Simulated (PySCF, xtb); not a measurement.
Al(F)2(NCO) (CAlF₂NO), SMILES O=C=[N][Al]([F])[F].

GFN2-xTB run with xtb 6.7.1 at its own geometry gives an orbital gap of 4.43 eV and a dipole moment of 0.05 D.

Coordinates come from a B3LYP-D3(BJ)/def2-SVP optimisation. Other conformers were not sampled.

Question: What does M06-2X/def2-TZVP (PySCF) give? (Estimate from the structure and the level; the computed values follow.)

Answer: gap 9.95 eV (levels -10.77 and -0.82 eV), dipole 0.26 D.
